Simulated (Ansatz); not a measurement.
`OB(F)[SiH3]` + `C=O` → `O=CB(O)[SiH3]` + H–F at 600 K and 1 bar (formal exchange of groups at a B–F bond).

Isolated molecules relaxed with PBE0-D4/def2-TZVP in Ansatz; ΔE leaves out vibrations. CBS: MP2 limit from def2 TZ/QZ plus the TZ coupled-cluster correction, frozen cores. This one scheme is used for every species. One conformer a species, not always the lowest.

| species | CCSD(T)/CBS energy (Eh) | H − E (kJ/mol) | S (J/(mol·K)) |
| --- | --- | --- | --- |
| `OB(F)[SiH3]` | -491.34397 | 172.6 | 391.6 |
| `C=O` | -114.39408 | 92.5 | 246.7 |
| `O=CB(O)[SiH3]` | -505.29009 | 225.6 | 438.0 |
| H–F | -100.39570 | 42.3 | 194.0 |

H − E and S are ideal-gas, rigid-rotor, harmonic terms from PBE0-D4/def2-TZVP, for one conformer and one mirror image of each species. 1 Eh = 2625.50 kJ/mol, R = 8.31446 J/(mol·K).

By hand: ΔE, ΔH, ΔS and ΔG.

ΔE = (-505.29009) + (-100.39570) − (-491.34397) − (-114.39408) = 0.05226 Eh = 137.2 kJ/mol. Δ(H − E) = 225.6 + 42.3 − 172.6 − 92.5 = 2.8, so ΔH = 140.0 kJ/mol. ΔS = 438.0 + 194.0 − 391.6 − 246.7 = -6.3 J/(mol·K). ΔG = 140.0 − 600 × (-6.3)/1000 = 143.8 kJ/mol.

By hand: the equilibrium constant, and the temperature at which ΔG would vanish if ΔH and ΔS stayed fixed.

log₁₀ K = −ΔG/(RT ln 10) = -12.5. ΔH and −TΔS have one sign here, so there is no such temperature.

The number of gas molecules stays the same, so ΔS is small and ΔH decides. A doubt of 5 kJ/mol in ΔE shifts log₁₀ K by 0.4 here. Other conformers and mirror images would add mixing entropy, several J/(mol·K) or more a flexible species. Modes under 60 cm⁻¹, often nearly free rotors, make the harmonic entropy too high. These are equilibria of isolated gas molecules and say nothing of rates. Largest T1 diagnostic: 0.016 (customary marks: 0.02 for closed shells, 0.045 for open ones).

ΔS is within the doubt of such terms, so its sign, and with it that verdict, could turn.
